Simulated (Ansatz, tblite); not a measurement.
Removing and adding an electron: Al9P10H26⁺, a nanocrystal cut from wurtzite AlP (hydrogen-capped). The state is a singlet with charge 1. Geometry: PBE-D4/def2-SVP. Ansatz, gas phase; energy differences of separate SCF runs; the oxidised species was run as a doublet alone; the reduced species was run as a doublet alone.

```xyz
45

P     1.1154    2.9465    2.5988
Al   -1.2479    3.5655    3.1154
P     3.8339    1.1439    0.2603
Al    4.7362   -1.1314    0.4004
Al    1.5072    1.5507    0.7053
P     0.4319   -0.5082    1.2127
P    -2.2719    2.1005    1.4514
Al   -1.9160   -0.2331    1.8479
P     3.0983   -2.3622   -0.9462
Al    0.7459   -2.0797   -0.5434
P    -0.3566   -4.0656    0.1829
P    -3.0385   -1.5526    0.1961
Al   -2.8263   -3.9614    0.5376
P     0.3885    2.3352   -1.2121
Al   -1.9036    2.9372   -0.7508
Al    1.1378    0.7649   -2.9168
P    -0.3330   -1.1054   -2.3953
P    -3.1126    1.4028   -2.1837
Al   -2.7263   -0.9871   -2.0992
H     1.7842    2.3257    3.6997
H     1.9458    4.1007    2.4495
H    -1.5176    3.0038    4.5838
H    -1.3476    5.0736    2.5984
H     4.5538    1.9002    1.2410
H     4.2047    1.8701   -0.9112
H     4.3086   -1.5529    1.8866
H     6.1732   -1.2002   -0.2776
H     1.1315   -1.0432    2.3423
H    -3.6787    2.2770    1.6676
H    -2.1329   -0.7040    3.3529
H     3.3690   -3.7476   -0.7026
H     3.3244   -2.3257   -2.3549
H     0.3542   -4.5211    1.3371
H     0.0051   -5.1034   -0.7314
H    -4.4293   -1.2999    0.4383
H    -3.0414   -4.3188    2.0774
H    -3.4097   -4.7142   -0.7448
H     1.0613    3.5657   -1.5056
H    -2.2310    4.4669   -1.0333
H     2.5676    0.2636   -2.3335
H     0.9342    1.3165   -4.3972
H    -0.1192   -2.0612   -3.4411
H    -4.5105    1.6246   -1.9742
H    -3.0168    1.8488   -3.5402
H    -3.5455   -1.8059   -3.1881
```

The xTB rows come from tblite. Single mean-field runs in def2-TZVP are fitted with def2-universal-jkfit. HOMO above LUMO, or a gap near zero within one spin, warns that the state may not be the lowest or that an electron is smeared out.

```
                level  −HOMO (eV)  vertical IE (eV)  −LUMO (eV)  vertical EA (eV)  HOMO–LUMO gap (eV)  IE − EA (eV)                                  remarks
             GFN1-xTB       13.03             14.61        9.48              8.02                3.55          6.59                                        –
LDA (SPW92)/def2-TZVP        9.03                 –        5.39              3.90                3.64             –  gap within one spin near zero (doublet)
     PBE-D4/def2-TZVP        8.97                 –        5.24              3.86                3.73             –  gap within one spin near zero (doublet)
```

Estimate the rows for GFN2-xTB, PBE0-D4/def2-TZVP.


| level | −HOMO (eV) | vertical IE (eV) | −LUMO (eV) | vertical EA (eV) | HOMO–LUMO gap (eV) | IE − EA (eV) |
| --- | --- | --- | --- | --- | --- | --- |
| GFN2-xTB | 13.03 | 14.54 | 10.06 | 8.55 | 2.96 | 5.99 |
| PBE0-D4/def2-TZVP | 9.99 | 11.12 | 4.51 | 3.62 | 5.48 | 7.51 |

Relaxing the reduced species (PBE-D4/def2-SVP) changes its energy by -0.41 eV at PBE-D4/def2-TZVP, so the adiabatic electron affinity to this nearest minimum is 4.27 eV. At PBE0-D4/def2-TZVP it is 4.08 eV.  Run but left out: LDA (SPW92)/def2-TZVP, PBE-D4/def2-TZVP (charge +2 doublet: an occupied level 0.03 eV above an empty one).   Raw xTB energy differences between charge states are shifted by several eV; the methods need an empirical correction for them.
